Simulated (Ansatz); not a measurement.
Stepwise reaction of `[SH][Hf]([Cl])([Cl])[Cl]` with hydrogen sulfide, as a gas-phase model of exchange steps in deposition or etching. ΔE in kJ/mol; ΔG adds harmonic PBE0-D4 terms to CCSD(T)/CBS, at 1 bar.

Computed with Ansatz on PBE0-D4/def2-TZVP structures; ΔE is electronic, products minus reactants. CCSD(T)/CBS is the MP2 limit (def2-TZVPP, def2-QZVPP) plus CCSD(T) − MP2 in def2-TZVPP, frozen cores. This one scheme is used for every species. Functionals use def2-TZVPP. B3LYP here is the variant with VWN-RPA as its local correlation; programs differ in this. def2 core potentials past Kr. For Hf outer-core shells are correlated without core-valence functions, which leaves a few kJ/mol of doubt a bond. Each species was taken in one conformer, which may not be the lowest.

```json
{"step": "1", "reaction": "`[SH][Hf]([Cl])([Cl])[Cl]` + H₂S → `[SH][Hf]([SH])([Cl])[Cl]` + HCl", "PBE-D4": "61.3", "B3LYP-D4": "67.6", "ωB97M-V": "68.5", "CCSD(T)/CBS": "65.3", "ΔG(500 K)": "66.4"}
{"step": "3", "reaction": "`[SH][Hf]([SH])([SH])[Cl]` + H₂S → `[SH][Hf]([SH])([SH])[SH]` + HCl", "PBE-D4": "65.0", "B3LYP-D4": "71.0", "ωB97M-V": "71.6", "CCSD(T)/CBS": "68.4", "ΔG(500 K)": "68.6"}
```

Question: Give the row of step 2, `[SH][Hf]([SH])([Cl])[Cl]` + H₂S → `[SH][Hf]([SH])([SH])[Cl]` + HCl. (An estimate is asked.)

Answer: Ansatz gave: 
| step | reaction | PBE-D4 | B3LYP-D4 | ωB97M-V | CCSD(T)/CBS | ΔG(500 K) |
| --- | --- | --- | --- | --- | --- | --- |
| 2 | `[SH][Hf]([SH])([Cl])[Cl]` + H₂S → `[SH][Hf]([SH])([SH])[Cl]` + HCl | 62.5 | 69.4 | 69.7 | 66.4 | 68.6 |

Question: By hand: ΔE of the 3 steps together at CCSD(T)/CBS.

Answer: (65.3) + (66.4) + (68.4) = 200.1 kJ/mol, or 66.7 kJ/mol a step.

In ΔE the steps differ by no more than 3.1 kJ/mol. All are uphill at CCSD(T)/CBS. ΔG lies between 66.4 and 68.6 kJ/mol a step. PBE-D4 differs from CCSD(T)/CBS by -4.0 to -3.4 kJ/mol a step. Isolated molecules leave out the surface, adducts and barriers. Largest T1 diagnostic: 0.017.
